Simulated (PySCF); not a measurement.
C4H4, SMILES C1(=C)C=C1.

Geometry: B3LYP-D3(BJ)/def2-SVP.

Two levels are set side by side: TDDFT-PBE/def2-SVPD (PySCF) and TDDFT-LC-ωPBE/def2-SVPD (PySCF). Vertical, same geometry. The lowest singlet is HOMO→LUMO 98 % with PBE and HOMO→LUMO 99 % with the other functional; states are paired by order. Differences are taken from unrounded values.

```tsv
quantity	TDDFT-LC-ωPBE
lowest singlet excitation (eV)	5.03
lowest triplet excitation (TDA) (eV)	3.58
first bright state (f over 0.05) (eV)	7.25
its oscillator strength	0.56
```

Task: What does TDDFT-PBE give, and how far is it from TDDFT-LC-ωPBE? (Estimate from the structure and the level; the computed values follow.)

Result: 
```
quantity                               TDDFT-PBE  TDDFT-PBE minus TDDFT-LC-ωPBE
-------------------------------------  ---------  -----------------------------
lowest singlet excitation (eV)              3.61                          -1.42
lowest triplet excitation (TDA) (eV)        2.86                          -0.72
first bright state (f over 0.05) (eV)       7.00                          -0.25
its oscillator strength                     0.45                          -0.12
```

Functionals without exact exchange tend to place singlet excitations lower, as here. Differences between two approximate levels are no errors against the true value.

Rough cost on one machine, each run with all the roots and properties that it gave: TDDFT-LC-ωPBE against TDDFT-PBE about 3 times.
